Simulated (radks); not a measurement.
Values are calculated unless marked as measured or tabulated.
Isoelectronic series with 14 electrons, each ion in its NIST ground configuration. Code: a radial shooting solver on a logarithmic mesh with Libxc functionals. Model: Dirac Kohn-Sham, PBE, spin-unpolarised, spherical densities, finite nucleus; open shells fill j = l - 1/2 first; Fermi nuclear charge, rms radius of each element as measured or else 0.836 A^(1/3) + 0.57 fm. Total energies (hartree) and orbital eigenvalues (eV) (* marks an orbital that is empty in some or all of the ions):

Si: configuration [Ne] 3s2 3p2; E (hartree) -289.83857; 3p3/2* -4.0584; 3p1/2 -4.0899; 3s1/2 -10.7970; 2p3/2 -95.3011
Cl3+: configuration [Ne] 3s2 3p2; E (hartree) -458.59044; 3p3/2* -45.0204; 3p1/2 -45.2046; 3s1/2 -58.8422; 2p3/2 -236.0470
Ca6+: configuration [Ne] 3s2 3p2; E (hartree) -668.21260; 3p3/2* -115.5608; 3p1/2 -116.1052; 3s1/2 -136.6185; 2p3/2 -440.8803
V9+: configuration [Ne] 3s2 3p2; E (hartree) -918.88388; 3p3/2* -214.1679; 3p1/2 -215.4020; 3s1/2 -242.7947; 2p3/2 -707.9148
Fe12+: configuration [Ne] 3s2 3p2; E (hartree) -1210.91712; 3p3/2* -340.4665; 3p1/2 -342.8721; 3s1/2 -377.1855; 2p3/2 -1036.689
Cu15+: configuration [Ne] 3s2 3p2; E (hartree) -1544.70759; 3p3/2* -494.3424; 3p1/2 -498.5849; 3s1/2 -539.8855; 2p3/2 -1427.068
Ge18+: configuration [Ne] 3s2 3p2; E (hartree) -1920.72295; 3p3/2* -675.7812; 3p1/2 -682.7431; 3s1/2 -731.1176; 2p3/2 -1879.048
Br21+: configuration [Ne] 3s2 3p2; E (hartree) -2339.50406; 3p3/2* -884.8196; 3p1/2 -895.6357; 3s1/2 -951.1893; 2p3/2 -2392.691
Sr24+: configuration [Ne] 3s2 3p2; E (hartree) -2801.66556; 3p3/2* -1121.526; 3p1/2 -1137.622; 3s1/2 -1200.478; 2p3/2 -2968.103
Nb27+: configuration [Ne] 3s2 3p2; E (hartree) -3307.90015; 3p3/2* -1385.992; 3p1/2 -1409.126; 3s1/2 -1479.425; 2p3/2 -3605.424
Ru30+: configuration [Ne] 3s2 3p2; E (hartree) -3858.98438; 3p3/2* -1678.330; 3p1/2 -1710.637; 3s1/2 -1788.538; 2p3/2 -4304.825
Ag33+: configuration [Ne] 3s2 3p2; E (hartree) -4455.79191; 3p3/2* -1998.667; 3p1/2 -2042.712; 3s1/2 -2128.392; 2p3/2 -5066.499
Sn36+: configuration [Ne] 3s2 3p2; E (hartree) -5099.28686; 3p3/2* -2347.148; 3p1/2 -2405.976; 3s1/2 -2499.634; 2p3/2 -5890.666
I39+: configuration [Ne] 3s2 3p2; E (hartree) -5790.54820; 3p3/2* -2723.934; 3p1/2 -2801.133; 3s1/2 -2902.989; 2p3/2 -6777.566
Ba42+: configuration [Ne] 3s2 3p2; E (hartree) -6530.7734; 3p3/2* -3129.198; 3p1/2 -3228.971; 3s1/2 -3339.265; 2p3/2 -7727.464
Pr45+: configuration [Ne] 3s2 3p2; E (hartree) -7321.2967; 3p3/2* -3563.132; 3p1/2 -3690.368; 3s1/2 -3809.367; 2p3/2 -8740.646
Sm48+: configuration [Ne] 3s2 3p2; E (hartree) -8163.5607; 3p3/2* -4025.941; 3p1/2 -4186.305; 3s1/2 -4314.287; 2p3/2 -9817.421
